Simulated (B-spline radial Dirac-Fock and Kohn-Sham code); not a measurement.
Ta⁴⁺ 4d5/2: cross section and angular parameters

System: Ta⁴⁺, configuration [Xe] 4f14 5d1; threshold 275.5 eV (orbital energy of the model). The computed values come from a radial finite-basis atomic code: Dirac-Hartree-Slater photoionisation with a Latter tail; cross sections with all multipoles, angular parameters from the dipole term and its interference with E2.

For linearly polarised light dσ/dΩ = σ/(4π) [1 + β P₂(cos θ) + (δ + γ cos²θ) sin θ cos φ], with θ from the polarisation vector and φ the angle between the beam and the projection of the electron momentum on the plane normal to the polarisation.

```tsv
hν (eV)	σ (kb)	β	γ	δ
422	348	-0.359	-0.067	0.144
600	395	0.529	0.182	0.056
621	390	0.587	0.183	0.049
737	348	0.826	0.145	0.024
779	?	?	?	?
978	252	1.085	0.029	0.005
986	249	1.091	0.026	0.005
1000	244	1.100	0.021	0.005
1290	163	1.236	-0.042	0.006
1486.9	126	1.285	-0.045	0.010
1680	99.1	1.314	-0.029	0.014
1930	74.0	1.336	0.011	0.020
2630	36.3	1.347	0.173	0.035
2910	28.2	1.340	0.246	0.041
3440	18.3	1.320	0.383	0.053
4000	12.2	1.294	0.522	0.065
4020	12.0	1.293	0.527	0.065
6090	3.63	1.184	0.958	0.112
12000	0.409	0.940	1.700	0.245
15000	0.189	0.851	1.935	0.311
```

Q: Give the values at 779 eV.

A: σ = 330 kb, β = 0.888, γ = 0.124, δ = 0.018.
